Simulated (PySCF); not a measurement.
Sn(H)2(Br)(OH) (BrH3OSn), SMILES [OH][SnH2][Br].

The structure is a stationary point at r2SCAN-D4/def2-SVP. The def2 effective core potentials stand for the cores of Sn; spin–orbit coupling is left out. Other conformers were not sampled.

Computed with r2SCAN-D4/def2-SVP (PySCF).

Frequencies are harmonic and unscaled.

| mode | ν (cm⁻¹) | IR (km/mol) | Raman (Å⁴/amu) | depolarisation | moving atoms (share of kinetic energy) |
|---|---|---|---|---|---|
| 1 | 120 | 9.6 | 3.5 | 0.70 | O 48 %, H 30 %, Br 12 %, Sn 11 % |
| 2 | 200 | 111.5 | 1.0 | 0.74 | H 68 %, O 28 % |
| 3 | 256 | 36.9 | 6.1 | 0.22 | Br 58 %, Sn 40 % |
| 4 | 417 | 28.4 | 10.1 | 0.73 | H 92 % |
| 5 | 511 | 7.7 | 26.2 | 0.74 | H 97 % |
| 6 | 621 | 127.3 | 12.4 | 0.08 | O 73 %, Sn 14 %, H 13 % |
| 7 | 642 | 92.6 | 20.3 | 0.74 | H 86 %, O 13 % |
| 8 | 670 | 83.0 | 24.6 | 0.66 | H 98 % |
| 9 | 850 | 101.5 | 3.5 | 0.67 | H 93 % |
| 10 | 1921 | 115.1 | 267.2 | 0.15 | H 99 % |
| 11 | 1971 | 116.0 | 168.5 | 0.32 | H 99 % |
| 12 | 3834 | 74.0 | 100.8 | 0.26 | H 94 % |
